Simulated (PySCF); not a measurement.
This PySCF input asks for the spin–spin couplings of `O=[C](O)[GeH3]`, CH4GeO2; the geometry comes from PBE0-D3(BJ)/def2-SVP.

```python
import basis_set_exchange as bse
import numpy as np
from pyscf import gto, dft
from pyscf.data import nist
from pyscf.prop import ssc

atoms = """
O     1.343610    1.460007   -0.636595
C     0.903628    0.456265   -0.147465
O     1.679409   -0.498083    0.384477
Ge   -1.032606   -0.011143   -0.068252
H     2.601472   -0.202277    0.279927
H    -1.358654   -0.707816    1.260512
H    -1.823402    1.292180   -0.222581
H    -1.328118   -0.959893   -1.240148
"""
names = {"O": "pcJ-1", "C": "pcJ-1", "Ge": "pcSseg-1", "H": "pcJ-1"}
basis = {el: gto.basis.parse(bse.get_basis(n, elements=[el], fmt="nwchem")) for el, n in names.items()}
mol = gto.M(atom=atoms, basis=basis, charge=0, verbose=0)
mf = dft.RKS(mol, xc="B3LYP")
mf.grids.level = 2
mf.grids.alignment = dft.numint.BLKSIZE   # the property module wants whole blocks of grid points
mf.conv_tol = 1e-9
mf.kernel()

sc = ssc.RKS(mf)
sc.with_fcsd = True   # Fermi contact and spin-dipole together
sc.max_cycle_cphf = 60
g = {"C": 1.4048236, "H": 5.58569468, "O": -0.757516}   # nuclear g factors of 13C, 1H, 17O
sc.nuc_pair = [(i, j) for i in range(mol.natm) for j in range(i + 1, mol.natm)
               if mol.atom_pure_symbol(i) in g and mol.atom_pure_symbol(j) in g]
K = sc.kernel()
unit = nist.HARTREE2J / nist.PLANCK * (0.5 * nist.E_MASS / nist.PROTON_MASS) ** 2
for (i, j), k in zip(sc.nuc_pair, K):
    a, b = mol.atom_pure_symbol(i), mol.atom_pure_symbol(j)
    J = unit * g[a] * g[b] * np.trace(k) / 3
    if abs(J) >= 1:
        print("%s%d %s%d %8.1f Hz" % (a, i, b, j, J))
```

**Question.** What are the results?

**Answer.** 
```
O0 C1     34.3 Hz
O0 O2     -7.8 Hz
O0 H4      1.3 Hz
O0 H5     -2.6 Hz
O0 H7     -1.1 Hz
C1 O2     48.2 Hz
C1 H4     -8.0 Hz
C1 H5      9.3 Hz
C1 H6     11.2 Hz
C1 H7      8.3 Hz
O2 H4    -66.2 Hz
O2 H5      1.5 Hz
O2 H6     -9.9 Hz
H4 H6      3.5 Hz
H5 H6     15.3 Hz
H5 H7      7.1 Hz
H6 H7      9.2 Hz
```

These numbers come from an equivalent density-fitted implementation of the same equations, which agrees with the script to about 0.1 Hz, so last digits may differ.

Size and cost of the density-fitted run: 162 basis functions, 27 s wall time on 1 thread of an Arm Neoverse V1, shared host.
